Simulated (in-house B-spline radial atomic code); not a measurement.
Mg⁺. Computed with a B-spline radial atomic code. Model: all-electron spherical atom, spin shells full or empty, radial basis limit, no spin-orbit coupling, Breit or QED, empty-state partial waves extrapolated as (l+1/2)^-4, RPA, G0W0 and static COHSEX of the highest shell as one setting changes (uncorrelated shells keep exact exchange).

In a row where one electron alone is correlated, RPA and GW hold only self-correlation.

Given: element Mg; charge 1; filled core Ne; hamiltonian non-relativistic; mean-field start Hartree-Fock; highest l of empty states 9; highest mean-field shell 3s up.

Shell: 3s 1 0 (electrons up and down).

```csv
lowest nl shells left uncorrelated,RPA correlation energy (hartree),G0W0 level (eV),G0W0 minus most complete (meV),COHSEX level (eV)
0,-0.56054,-15.424,0,-16.16
1,?,?,?,?
2,?,?,?,?
3,-0.012534,-15.231,192.5,-15.877
```

(1) What follows for lowest nl shells left uncorrelated = 2?

(2) What follows for lowest nl shells left uncorrelated = 1?

Answers

(1) RPA correlation energy -0.30978 hartree; G0W0 level -15.445 eV; G0W0 minus most complete -20.6 meV; COHSEX level -16.19 eV.

(2) RPA correlation energy -0.44415 hartree; G0W0 level -15.422 eV; G0W0 minus most complete 1.8 meV; COHSEX level -16.156 eV.
